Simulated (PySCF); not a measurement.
# Spin-rotation constants: SMILES C=C(/C=C\C=C)Br, C₆H₇Br

Cartesian coordinates in Å; atom numbers follow the order of the lines, from 1:
```xyz
14

C    -2.8487    0.6501    0.2533
C    -1.5556    0.6279   -0.0684
C    -0.7134   -0.4850    0.2858
C     0.5950   -0.7164    0.0686
C     1.6470    0.0263   -0.5811
C     2.8973   -0.4330   -0.6641
Br    1.3230    1.7406   -1.3789
H    -3.4831    1.4786   -0.0089
H    -3.3147   -0.1613    0.7896
H    -1.1344    1.4613   -0.6045
H    -1.2401   -1.2676    0.8219
H     0.9802   -1.6559    0.4518
H     3.6811    0.1212   -1.1494
H     3.1656   -1.3872   -0.2430
```

Level of theory: GIAO wB97X-D/pcSseg-0 magnetisability, rotational g tensor and spin-rotation constants, non-relativistic, gas phase in PySCF. Geometry: GFN2-xTB.

The calculation is non-relativistic, which matters for the atoms heavier than Zn.

Give the nuclear spin-rotation constants along the inertial axes (H = +C I·J) beside the isotropic shieldings.

Rotational constants 2.7515, 1.1333, 0.8027 GHz. A star marks the isotopologue with that one atom substituted, in its own axes.
| atom | isotope | Caa (kHz) | Cbb (kHz) | Ccc (kHz) | mean (kHz) | σ (ppm) |
| --- | --- | --- | --- | --- | --- | --- |
| Br7 | 79Br | 6.160 | 0.503 | 1.684 | 2.782 | 2077.0 |
| H8 | 1H | -0.263 | 0.084 | -0.103 | -0.094 | 27.5 |
| H9 | 1H | 0.002 | -0.022 | -0.107 | -0.043 | 27.6 |
| H10 | 1H | -0.029 | 0.017 | -0.092 | -0.035 | 25.3 |
| H11 | 1H | 0.025 | -0.027 | -0.105 | -0.036 | 27.1 |
| H12 | 1H | -0.289 | 0.095 | -0.104 | -0.099 | 27.3 |
| H13 | 1H | 0.173 | -0.100 | -0.104 | -0.011 | 27.5 |
| H14 | 1H | -0.280 | 0.090 | -0.106 | -0.099 | 27.3 |
| C1 | 13C* | 0.911 | 0.527 | 0.100 | 0.513 | 57.0 |
| C2 | 13C* | 1.008 | 0.564 | 0.074 | 0.549 | 51.4 |
| C3 | 13C* | 1.084 | 0.482 | 0.116 | 0.560 | 49.8 |
| C4 | 13C* | 0.903 | 0.504 | 0.119 | 0.509 | 59.1 |
| C5 | 13C* | 0.982 | 0.531 | 0.138 | 0.550 | 42.1 |
| C6 | 13C* | 1.006 | 0.456 | 0.127 | 0.530 | 56.6 |

For the geometry as given, no vibrational averaging.
